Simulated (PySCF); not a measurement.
SMILES [SiH]1C=CC=C1, doublet, PBE0/def2-SVP optimised geometry.

```
10

C     -1.47     0.73     0.00
C     -0.25     1.36     0.00
Si     0.94     0.00     0.00
C     -0.25    -1.36     0.00
C     -1.47    -0.73     0.00
H     -2.42     1.28     0.00
H     -0.14     2.45     0.00
H      2.42     0.00     0.00
H     -0.14    -2.45     0.00
H     -2.42    -1.28     0.00
```

Density from unrestricted PBE0/def2-TZVP (PySCF) at that geometry.

Minimum of the electron density along straight lines between bonded atoms, close to the bond critical point (lines longer than 1.1 times the sum of covalent radii, or with two minima, are not listed):

```csv
bond,length / Å,ρ at the minimum / e bohr⁻³,∇²ρ there / e bohr⁻⁵,position (fraction from the first atom)
C1–C2,1.373,0.323,-0.91,0.51
C2–Si3,1.812,0.129,0.29,0.60
Si3–C4,1.812,0.129,0.29,0.40
C1–C5,1.461,0.280,-0.77,0.50
C4–C5,1.373,0.323,-0.91,0.49
C1–H6,1.095,0.278,-0.97,0.65
C2–H7,1.090,0.277,-0.96,0.65
Si3–H8,1.481,0.122,0.15,0.49
C4–H9,1.090,0.277,-0.96,0.65
C5–H10,1.095,0.278,-0.97,0.65
```
